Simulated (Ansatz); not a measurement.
# Reading a saddle point

A first-order saddle point of Si$_{3}$H$_{10}$O, closed shell, PBE0-D4/def2-TZVP, with one imaginary mode of 1105i cm⁻¹:

Si1  (-0.960, 0.108, 0.340)
H2  (-0.596, -1.525, 0.826)
H3  (-0.881, 1.364, -0.509)
H4  (-2.419, -0.164, 0.386)
Si5  (-0.005, 0.776, 2.365)
H6  (-0.080, -1.543, -0.266)
O7  (-0.038, -0.756, -1.018)
Si8  (0.876, -0.319, -2.366)
H9  (-0.252, 2.208, 2.694)
H10  (1.470, 0.581, 2.262)
H11  (-0.502, -0.076, 3.480)
H12  (-0.040, 0.120, -3.441)
H13  (1.614, -1.540, -2.763)
H14  (1.811, 0.765, -1.990)
(Å)

Computed with Ansatz 0.2.0 (basis: def2-TZVPP and def2-QZVPP); correlated methods freeze the cores. Extrapolation: Hartree–Fock as exp(−7.88 √X), correlation as X^−2.97.

Which contacts change along the imaginary mode, and what lies on either side? (Judge from chemistry; the calculation decides.)

By the calculation: The step is Si₂H₆ ([SiH3][SiH3]) + SiH₄O ([OH][SiH3]) → Si₃H₈O ([SiH3][O][SiH2][SiH3]) + H₂, with the molecules in contact on both sides. Shortening one way: Si1–O7, H2–H6; lengthening the same way: Si1–H2, H6–O7.
```csv
pair,one side (Å),saddle (Å),other side (Å)
Si1–O7,4.25,1.85,1.64
H2–H6,2.30,1.21,0.75
Si1–H2,1.49,1.74,3.60
H6–O7,0.96,1.09,3.25
```

Which side is lower, and how far does the saddle lie above each? (To be estimated.)

The calculation gives: The side with Si1–O7, H2–H6 short is lower by 71.8 kJ/mol; the saddle lies 234.7 kJ/mol above it and 162.9 kJ/mol above the other (CCSD(T) at an estimated basis limit (MP2 extrapolated from triple and quadruple zeta, plus CCSD(T) − MP2 in triple zeta); electronic energies).

No T1 diagnostic of these runs exceeds 0.014.

Labels in which every atom is bracketed show which atoms are joined, not bond orders.

For scale, one of the runs: CCSD(T)/def2-TZVPP, 297 basis functions, launched by `ansatz run in.yaml --threads 8 --pin off --events-out ev --progress --plain --max-ram 19148MiB`. Hardware: 8 CPU threads of an Arm Neoverse V1, shared host. Wall time 2.2 min; peak host memory 9 GiB.
